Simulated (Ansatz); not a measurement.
Consider the hydrogenolysis of a C–Si bond: `NC1=C([SiH2]F)N1` + H₂ → `NC1=CN1` + `F[SiH3]`.

Calculated with Ansatz (gas phase, PBE0-D4/def2-TZVP geometries, no zero-point term in ΔE). CCSD(T)/CBS adds triple-zeta CCSD(T) − MP2 to the extrapolated MP2 energy (def2 sets, frozen cores). This one scheme is used for every species. Functionals use def2-TZVPP. One conformer a species, not always the lowest.

`NC1=C([SiH2]F)N1`:

Cartesian coordinates in Å:
```
N 1.385 1.601 0.764
C 0.361 0.784 0.556
C -0.219 -0.260 0.039
Si -0.646 -1.501 -1.182
F -0.817 -2.953 -0.519
N -0.975 0.763 0.999
H 2.201 1.533 0.181
H 1.204 2.480 1.218
H -1.946 -1.204 -1.828
H 0.461 -1.594 -2.165
H -1.009 0.351 1.936
```

H₂:

```xyz
2

H     0.279    0.229   -0.097
H    -0.279   -0.229    0.097
```

`NC1=CN1`:

Cartesian coordinates in Å:
```
N -0.900 -0.584 0.846
C 0.048 -0.070 0.063
C 1.262 0.183 -0.311
N 0.027 0.756 -1.093
H -1.849 -0.309 0.658
H -0.674 -0.823 1.796
H 2.179 0.666 -0.031
H -0.093 0.180 -1.928
```

`F[SiH3]`:

```xyz
5

F    -0.219    1.525   -0.245
Si    0.006   -0.039    0.006
H     1.336   -0.411   -0.530
H    -1.066   -0.783   -0.697
H    -0.056   -0.291    1.465
```

| level | ΔE (kJ/mol) | difference from CCSD(T)/CBS |
| --- | --- | --- |
| revPBE-D4 | 49.8 | 10.8 |
| BHLYP-D4 | 38.5 | -0.5 |
| ωB97X-V | 36.8 | -2.2 |
| PBE-QIDH | 39.8 | 0.8 |
| BLYP | 33.6 | -5.4 |
| MP2/def2-SVP | 36.7 | -2.3 |
| CCSD(T)/def2-TZVPP | 36.7 | -2.3 |
| MP2/def2-QZVPP | 45.9 | 6.9 |
| SCS-MP2/def2-QZVPP | 38.8 | -0.2 |
| HF/CBS(def2) | 21.1 | -17.9 |
| CCSD(T)/CBS | 39.0 | 0 |

Largest T1 diagnostic among the species: 0.015.

The D4 term adds +9.9 kJ/mol with B3LYP and +5.6 kJ/mol with PBE0; it sums over pairs of atoms, weighted by their polarisabilities, and B3LYP, whose exchange is more repulsive, gets the larger term. From r2SCAN to r2SCAN0 (25 % exact exchange), in def2-TZVPP and without D4, ΔE moves by −4.4 kJ/mol.

CCSD(T)/CBS has its own doubt, a few kJ/mol and more with outer-core shells, so smaller differences from it don't rank the levels.

B3LYP here is the variant with VWN-RPA as its local correlation; programs differ in this.
